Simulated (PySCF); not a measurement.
C2H6N (SMILES C[CH-]N), charge -1, singlet, at a GFN2-xTB geometry (in this run its highest filled SCF level lies above zero, so its values depend strongly on the basis, on diffuse functions most of all); PBE/6-31G* (PySCF).

The PySCF input:
```python
from pyscf import gto, scf, dft

mol = gto.Mole()
mol.atom = '''
    C     1.173794   -0.298885   -0.030648
    C    -0.000619    0.690498   -0.119470
    N    -1.281756   -0.073605    0.018756
    H     2.131807    0.237138    0.010824
    H     1.167587   -1.007128    0.848546
    H     1.205745   -0.944680   -0.924685
    H     0.048015    1.289231    0.846587
    H    -1.253289   -0.753268    0.806942
    H    -1.366625   -0.655738   -0.818802
'''
mol.basis = '6-31g*'
mol.charge = -1
mol.spin = 0
mol.verbose = 4
mol.build()

mf = dft.RKS(mol)
mf.xc = 'pbe'
mf.init_guess = 'mod_huckel'
mf.kernel()
```

Problem. Predict the main parts of the log of this PySCF run.

Solution. 
```
PySCF version 2.14.0

[INPUT] verbose = 4
[INPUT] num. atoms = 9
[INPUT] num. electrons = 26
[INPUT] charge = -1
[INPUT] spin (= nelec alpha-beta = 2S) = 0
[INPUT] symmetry False subgroup None
[INPUT] Mole.unit = angstrom
[INPUT] Symbol           X                Y                Z      unit          X                Y                Z       unit  Magmom
[...]
nuclear repulsion = 74.8244020873167
number of shells = 30
number of NR pGTOs = 105
number of NR cGTOs = 54
basis = 6-31g*
ecp = {}

******** <class 'pyscf.dft.rks.RKS'> ********
method = RKS
initial guess = mod_huckel
damping factor = 0
level_shift factor = 0
DIIS = <class 'pyscf.scf.diis.CDIIS'>
diis_start_cycle = 1
diis_space = 8
diis_damp = 0
SCF conv_tol = 1e-09
SCF conv_tol_grad = None
SCF max_cycles = 50
direct_scf = True
direct_scf_tol = 1e-13
XC library pyscf.dft.libxc version 7.1.2
    S. Lehtola, C. Steigemann, M. J. T. Oliveira, and M. A. L. Marques,  SoftwareX 7, 1–5 (2018)
XC functionals = pbe
    J. P. Perdew, K. Burke, and M. Ernzerhof,  Phys. Rev. Lett. 77, 3865 (1996)
    J. P. Perdew, K. Burke, and M. Ernzerhof,  Phys. Rev. Lett. 78, 1396 (1997)
    J. P. Perdew, K. Burke, and M. Ernzerhof,  Phys. Rev. Lett. 77, 3865 (1996)
    J. P. Perdew, K. Burke, and M. Ernzerhof,  Phys. Rev. Lett. 78, 1396 (1997)
radial grids:
    Treutler-Ahlrichs [JCP 102, 346 (1995); DOI:10.1063/1.469408] (M4) radial grids

becke partition: Becke, JCP 88, 2547 (1988); DOI:10.1063/1.454033
pruning grids: <function nwchem_prune>
grids dens level: 3
symmetrized grids: False
atomic radii adjust function: <function treutler_atomic_radii_adjust>
small_rho_cutoff = 0
Set gradient conv threshold to 3.16228e-05
Initial guess from on-the-fly Huckel, doi:10.1021/acs.jctc.8b01089,
employing the updated GWH rule from doi:10.1021/ja00480a005.
Spherically averaged atomic HF for {'N', 'H', 'C'}

******** <class 'pyscf.scf.atom_hf.AtomSphAverageRHF'> ********
method = AtomSphAverageRHF
initial guess = minao
damping factor = 0
level_shift factor = 0
DIIS = <class 'pyscf.scf.diis.CDIIS'>
diis_start_cycle = 1
diis_space = 8
diis_damp = 0
SCF conv_tol = 1e-09
SCF conv_tol_grad = None
SCF max_cycles = 50
direct_scf = True
direct_scf_tol = 1e-13
atom = C
Set gradient conv threshold to 3.16228e-05
Initial guess from minao.
init E= -37.2760277011609
cycle= 1 E= -37.3124925813144  delta_E= -0.0365  |g|=    0  |ddm|= 0.352
cycle= 2 E= -37.3151528640331  delta_E= -0.00266  |g|=    0  |ddm|= 0.13
cycle= 3 E= -37.3153722895858  delta_E= -0.000219  |g|=    0  |ddm|= 0.0234
cycle= 4 E= -37.3153754157194  delta_E= -3.13e-06  |g|=    0  |ddm|= 0.00545
cycle= 5 E= -37.3153754158137  delta_E= -9.42e-11  |g|=    0  |ddm|= 1.35e-05
Extra cycle  E= -37.3153754158138  delta_E= -1.35e-13  |g|=    0  |ddm|= 1.01e-06
Atomic HF for atom  C  converged. SCF energy = -37.3153754158138

******** <class 'pyscf.scf.atom_hf.AtomSphAverageRHF'> ********
method = AtomSphAverageRHF
initial guess = minao
damping factor = 0
level_shift factor = 0
DIIS = <class 'pyscf.scf.diis.CDIIS'>
diis_start_cycle = 1
diis_space = 8
diis_damp = 0
SCF conv_tol = 1e-09
SCF conv_tol_grad = None
SCF max_cycles = 50
direct_scf = True
direct_scf_tol = 1e-13
atom = N
Set gradient conv threshold to 3.16228e-05
Initial guess from minao.
init E= -53.774201264813
cycle= 1 E= -53.8174843595557  delta_E= -0.0433  |g|=    0  |ddm|= 0.389
cycle= 2 E= -53.8224575190581  delta_E= -0.00497  |g|=    0  |ddm|= 0.166
cycle= 3 E= -53.8231985450595  delta_E= -0.000741  |g|=    0  |ddm|= 0.0409
cycle= 4 E= -53.8232061254268  delta_E= -7.58e-06  |g|=    0  |ddm|= 0.00674
cycle= 5 E= -53.8232061254671  delta_E= -4.02e-11  |g|=    0  |ddm|= 1.85e-05
Extra cycle  E= -53.8232061254683  delta_E= -1.29e-12  |g|=    0  |ddm|= 2.74e-06
Atomic HF for atom  N  converged. SCF energy = -53.8232061254683

******** 1 electron system ********
Atomic HF for atom  H  converged. SCF energy = -0.49823291072907

[...]
tot grids = 100992
init E= -133.350588718425
[...]
cycle= 1 E= -133.199904199697  delta_E= 0.151  |g|= 2.05  |ddm|= 3.14
[...]
cycle= 2 E= -131.658405135118  delta_E= 1.54  |g|= 2.61  |ddm|= 10.3
[...]
cycle= 3 E= -134.173070303415  delta_E= -2.51  |g|= 0.578  |ddm|= 9.89
[...]
cycle= 4 E= -134.199377884946  delta_E= -0.0263  |g|= 0.491  |ddm|= 2.08
[...]
cycle= 5 E= -134.266379748582  delta_E= -0.067  |g|= 0.0749  |ddm|= 1.45
[...]
cycle= 6 E= -134.268330174711  delta_E= -0.00195  |g|= 0.0142  |ddm|= 0.281
[...]
cycle= 7 E= -134.268369359082  delta_E= -3.92e-05  |g|= 0.0102  |ddm|= 0.047
[...]
cycle= 8 E= -134.268391720025  delta_E= -2.24e-05  |g|= 0.00204  |ddm|= 0.0122
[...]
cycle= 9 E= -134.268392800965  delta_E= -1.08e-06  |g|= 0.00023  |ddm|= 0.0038
[...]
cycle= 10 E= -134.268392817297  delta_E= -1.63e-08  |g|= 3.94e-05  |ddm|= 0.00063
[...]
cycle= 11 E= -134.268392817733  delta_E= -4.36e-10  |g|= 8.88e-06  |ddm|= 8.66e-05
[...]
Extra cycle  E= -134.268392817732  delta_E= 1.05e-12  |g|= 9.06e-06  |ddm|= 3e-05
converged SCF energy = -134.268392817732
```
